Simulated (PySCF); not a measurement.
**Assigning NMR signals**

Geometry (Å), atoms numbered from 1 in this order:
```xyz
14

N     2.2970   -0.2323    0.1060
C     0.9277   -0.0914    0.0280
C     0.3314    1.1577    0.2135
C    -1.0426    1.2914    0.2076
C    -1.8250    0.1679    0.0147
F    -3.1743    0.2953    0.0066
C    -1.2646   -1.0818   -0.1736
C     0.1102   -1.2066   -0.1672
H     2.8442    0.6012   -0.0323
H     2.6878   -1.0660   -0.3008
H     0.9566    2.0256    0.3637
H    -1.5109    2.2527    0.3485
H    -1.9022   -1.9385   -0.3245
H     0.5640   -2.1758   -0.3125
```

- coordinates at the GFN2-xTB level
- PBE0/pcSseg-1 with gauge-including orbitals
- program: PySCF 2.14
- no relativistic terms, no solvent, a single conformation, one averaged value for each set of equivalent atoms

References, each an isolated molecule treated in the same way: ¹³C and ¹H vs TMS.

Q: Assign these signals to the numbered atoms. ¹³C{¹H} NMR (computed): δ 164.4 (C), 148.1 (C), 122.2 (CH), 116.9 (CH).

A: 
```tsv
δ (ppm)	atoms	environment	reason
164.4	C5	aromatic carbon bearing fluorine	σ withdrawal by the attached heteroatom moves it downfield of the ring CH carbons
148.1	C2	aromatic carbon bearing nitrogen	σ withdrawal by the attached heteroatom moves it downfield of the ring CH carbons
122.2	C4/C7	aromatic CH	–
116.9	C3/C8	aromatic CH	π donation from the O or N substituent raises the electron density at positions ortho and para to it
```

Q: Assign these signals to the numbered atoms. ¹H NMR (400 MHz, computed): δ 7.15 (m, 2H), 6.64 (m, 2H), 3.30 (br s, 2H).

A: 
7.15 → H12/H13, hydrogen on an aromatic CH: it sits in the deshielding region of the aromatic ring current
6.64 → H11/H14, hydrogen on an aromatic CH
3.30 → H9/H10, hydrogen on an aniline-type nitrogen: exchangeable, gas-phase position

Exchangeable OH/NH protons stand at their gas-phase positions; hydrogen bonding in a real sample shifts them, mostly to higher δ. Splittings by ¹⁹F in the carbon and heteronuclear signals aren't shown, as no couplings were computed. Shifts are as computed. Against solution values, carbons near 30 ppm lie about +3 ppm off and those near 130 ppm about +5 ppm. Of 1211 compounds with measured shifts, 218 miss one by over three times the rms of a fit or turn the order of signals round; such compounds aren't used in these exercises. No couplings were computed; multiplicities are counted from neighbouring protons, with m where these are inequivalent, close in shift, in a saturated or five-membered ring or joined by F or P, and br s for small geminal =CH2 splittings.
